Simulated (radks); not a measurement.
Spherical quantum dot in the effective-mass picture: electrons in a hard-walled sphere of radius 4.55, all in effective atomic units (hartree* = m*/eps^2 hartree, bohr* = eps/m* bohr), one dielectric constant everywhere. Method: non-relativistic Kohn-Sham, exchange-only LDA, spin-polarised, spherical densities; computed with a radial shooting solver with Libxc functionals. Levels are named by radial order and angular momentum (1s, 1p, 1d, 2s, ...), and open shells are averaged over m.

N = 13, configuration 1s2 1p6 1d(up 5, down 0). This is the lowest configuration that the search found. Occupied and some empty levels:

| level | occupation | eigenvalue (hartree*) | <r> (bohr*) |
|---|---|---|---|
| 1s up | 1 | 3.8676 | 2.972 |
| 1s down | 1 | 3.9555 | 2.932 |
| 1p up | 3 | 4.0038 | 3.113 |
| 1p down | 3 | 4.0970 | 3.096 |
| 1d up | 5 | 4.2332 | 3.230 |
| 1d down | 0 | 4.3296 | 3.223 |
| 1f up | 0 | 4.5429 | 3.325 |
| 1f down | 0 | 4.6410 | 3.323 |
| 2s up | 0 | 4.7119 | 2.067 |
| 2s down | 0 | 4.7530 | 2.063 |
| 2p up | 0 | 5.1328 | 2.398 |
| 2p down | 0 | 5.1880 | 2.387 |

Energy (hartree*): total 29.7544, kinetic 8.5886, external 0, Hartree 24.723, exchange-correlation -3.5570.
